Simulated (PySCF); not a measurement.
Sn(H)2(F)(Me) (CH5FSn), SMILES [SnH2]([CH3])[F]. Geometry: B3LYP-D3(BJ)/def2-SVP. The def2 effective core potentials stand for the cores of Sn; spin–orbit coupling is left out.

Task: Give the equilibrium geometry at B3LYP-D3(BJ)/def2-SVP (PySCF confirms it by a frequency run) as bond lengths and angles, and its point group. (The exact figures need the calculation; the answer reports its results.)

Result: point group Cs.
Atoms: Sn1 C2 F3 H4 H5 H6 H7 H8. Bond lengths (Å): Sn1–C2 2.154, Sn1–F3 1.957, Sn1–H4 1.720, Sn1–H5 1.720, C2–H6 1.099, C2–H7 1.100, C2–H8 1.099. Angles (°): C2–Sn1–F3 105.4, C2–Sn1–H4 114.0, C2–Sn1–H5 114.0, F3–Sn1–H4 104.6, F3–Sn1–H5 104.6, H4–Sn1–H5 112.9, Sn1–C2–H6 109.4, Sn1–C2–H7 109.9, Sn1–C2–H8 109.4, H6–C2–H7 109.4, H6–C2–H8 109.5, H7–C2–H8 109.4.
